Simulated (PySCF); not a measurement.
**Polarisability and C₆ of P (phosphorus, neutral)**

[Ne] 3s2 3p3, high-spin 4S determinant. Calculation: PySCF 2.14, in aug-cc-pVQZ-DK; scalar relativity by spin-free X2C-1e. Coupled (time-dependent) response in atomic units; α is the mean over directions.

```csv
method,mean α (bohr³),C₆ (like pair),S(−4)
UHF,25.43,187.8,197.0
PBE,27.67,206.4,263.8
PBE0,26.50,196.2,228.9
wB97X,25.44,186.2,203.7
M06,26.63,190.7,256.6
```

S(−4) is the Cauchy moment in α(ω) = α(0) + S(−4) ω² + …

Reference α: 25 ± 1 bohr³ (recommended; Schwerdtfeger and Nagle, table of static dipole polarizabilities (2023 update)). Published C₆: 185.0 (Chu and Dalgarno (2004); Tang, Norbeck and Certain (1976)).

α(iu) at UHF:

```tsv
u (hartree)	α(iu) (bohr³)
0	25.43
0.0500	24.95
0.100	23.63
0.200	19.68
0.300	15.61
0.500	9.675
0.750	5.701
1.00	3.675
1.50	1.869
2.00	1.134
3.00	0.5601
5.00	0.2346
```

A single London oscillator, α(iu) = α/(1 + u²/ω²), gives C₆ = (3/4) ω α². Matching the computed C₆ needs ω = 4 × 187.8 / (3 × 25.43²) = 0.387 hartree.
